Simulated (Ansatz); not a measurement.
`c1sc(-c2sc(-c3sc(-c4scc5c4OCCO5)c4c3OCCO4)c3c2OCCO3)c2c1OCCO2` was relaxed with PBE-D4 (def2-SVP) in Ansatz in these states: charge +1 doublet, charge -1 doublet, neutral singlet. The geometries follow in no particular order.

Single mean-field runs in def2-SVP are fitted with def2-universal-jkfit.

A:

Cartesian coordinates in Å:
```
C 6.265 0.991 -2.854
S 4.846 1.515 -2.006
C 4.002 0.003 -2.302
C 2.662 -0.209 -1.819
S 2.157 0.431 -0.260
C 0.519 -0.186 -0.440
C -0.506 0.039 0.536
S -2.157 -0.535 0.332
C -2.668 0.124 1.880
C -4.028 -0.018 2.334
S -4.936 -1.499 2.070
C -6.351 -0.873 2.852
C -6.136 0.410 3.317
C -4.820 0.903 3.017
O -4.423 2.171 3.329
C -5.260 2.763 4.321
C -6.732 2.551 3.991
O -7.065 1.162 3.981
C -1.602 0.767 2.507
C -0.397 0.727 1.745
O 0.771 1.293 2.174
C 0.753 1.576 3.576
C -0.567 2.220 3.982
O -1.665 1.339 3.743
C 0.411 -0.876 -1.648
C 1.605 -0.882 -2.429
O 1.661 -1.446 -3.670
C 0.581 -2.352 -3.897
C -0.748 -1.742 -3.466
O -0.749 -1.468 -2.062
C 4.815 -0.851 -3.046
C 6.095 -0.281 -3.367
O 7.036 -0.955 -4.094
C 6.767 -2.357 -4.165
C 5.295 -2.623 -4.453
O 4.471 -2.122 -3.401
H 7.151 1.629 -2.934
H -7.270 -1.464 2.929
H -5.029 2.327 5.322
H -5.015 3.843 4.340
H -6.961 3.004 2.998
H -7.379 3.027 4.754
H 1.603 2.257 3.773
H 0.906 0.635 4.153
H -0.714 3.170 3.417
H -0.573 2.448 5.066
H 0.759 -3.301 -3.340
H 0.574 -2.573 -4.982
H -0.933 -0.801 -4.034
H -1.585 -2.443 -3.653
H 7.406 -2.761 -4.975
H 7.054 -2.849 -3.206
H 5.006 -2.148 -5.420
H 5.099 -3.711 -4.520
```

B:

Cartesian coordinates in Å:
```
C -0.161 4.355 -5.321
S -0.138 3.925 -3.648
C -0.337 2.208 -4.012
C -0.377 1.265 -2.946
S 0.392 1.671 -1.410
C -0.107 0.149 -0.676
C 0.175 -0.187 0.663
S -0.340 -1.703 1.402
C 0.417 -1.289 2.942
C 0.351 -2.218 4.020
S 0.150 -3.939 3.680
C 0.131 -4.341 5.360
C 0.277 -3.222 6.164
C 0.404 -2.008 5.412
O 0.502 -0.799 5.998
C 0.820 -0.875 7.401
C 0.005 -1.958 8.089
O 0.280 -3.246 7.520
C 1.021 -0.015 2.875
C 0.881 0.593 1.607
O 1.416 1.793 1.291
C 2.398 2.238 2.247
C 1.928 1.964 3.668
O 1.717 0.560 3.881
C -0.813 -0.632 -1.620
C -0.969 -0.016 -2.883
O -1.667 -0.591 -3.888
C -1.865 -1.998 -3.681
C -2.323 -2.284 -2.258
O -1.336 -1.837 -1.307
C -0.427 2.022 -5.406
C -0.326 3.249 -6.140
O -0.367 3.297 -7.494
C -0.108 2.020 -8.094
C -0.900 0.923 -7.401
O -0.538 0.823 -6.010
H -0.058 5.399 -5.638
H 0.017 -5.380 5.691
H 1.909 -1.077 7.514
H 0.594 0.122 7.825
H -1.083 -1.736 8.000
H 0.267 -2.023 9.162
H 2.536 3.322 2.074
H 3.359 1.714 2.046
H 0.983 2.514 3.876
H 2.695 2.282 4.400
H -0.918 -2.539 -3.899
H -2.635 -2.317 -4.410
H -3.286 -1.769 -2.047
H -2.451 -3.370 -2.091
H -0.403 2.104 -9.157
H 0.983 1.798 -8.044
H -1.992 1.124 -7.477
H -0.686 -0.066 -7.849
```

C:

```xyz
54

C    -4.968   -1.410   -4.685
S    -3.458   -1.660   -3.842
C    -3.584   -0.130   -2.944
C    -2.567    0.242   -2.019
S    -1.573   -1.009   -1.234
C    -0.566    0.179   -0.378
C     0.522   -0.181    0.450
S     1.539    1.008    1.293
C     2.544   -0.242    2.065
C     3.583    0.128    2.965
S     3.479    1.650    3.879
C     5.018    1.400    4.670
C     5.564    0.189    4.278
C     4.779   -0.521    3.318
O     5.220   -1.689    2.729
C     6.216   -2.316    3.513
C     7.301   -1.317    3.912
O     6.774   -0.287    4.740
C     2.098   -1.510    1.646
C     1.006   -1.472    0.753
O     0.414   -2.611    0.243
C     0.725   -3.753    1.023
C     2.222   -3.802    1.329
O     2.621   -2.693    2.118
C    -1.050    1.470   -0.682
C    -2.130    1.509   -1.589
O    -2.648    2.694   -2.064
C    -2.259    3.802   -1.269
C    -0.766    3.751   -0.944
O    -0.466    2.609   -0.160
C    -4.766    0.520   -3.340
C    -5.522   -0.194   -4.319
O    -6.713    0.283   -4.827
C    -7.260    1.326   -4.029
C    -6.182    2.321   -3.603
O    -5.220    1.696   -2.777
H    -5.382   -2.161   -5.365
H     5.452    2.148    5.340
H     5.770   -2.760    4.438
H     6.647   -3.135    2.900
H     7.748   -0.881    2.985
H     8.106   -1.815    4.491
H     0.411   -4.642    0.439
H     0.157   -3.737    1.985
H     2.789   -3.821    0.367
H     2.476   -4.716    1.906
H    -2.838    3.819   -0.313
H    -2.505    4.716   -1.848
H    -0.185    3.736   -1.898
H    -0.459    4.640   -0.355
H    -8.040    1.824   -4.643
H    -7.745    0.904   -3.115
H    -5.700    2.752   -4.517
H    -6.629    3.150   -3.015
```

**Question.** Judge from the bond lengths which geometry belongs to which state (an estimate).

**Answer.** A is the neutral singlet (C31–O36 1.364 Å, C14–O15 1.364 Å, C20–O21 1.367 Å); B is the charge +1 doublet (C31–O36 1.347 Å, C14–O15 1.348 Å, C20–O21 1.351 Å); C is the charge -1 doublet (C31–O36 1.381 Å, C14–O15 1.381 Å, C20–O21 1.382 Å).

At PBE-D4/def2-SVP the highest occupied level of the relaxed charge -1 doublet lies above zero (up to 0.90 eV). By energy differences its removal costs 0.54 eV (each at its own geometry, to the charge 0 singlet, at PBE-D4/def2-SVP); self-interaction error and the lack of diffuse functions both raise the level.
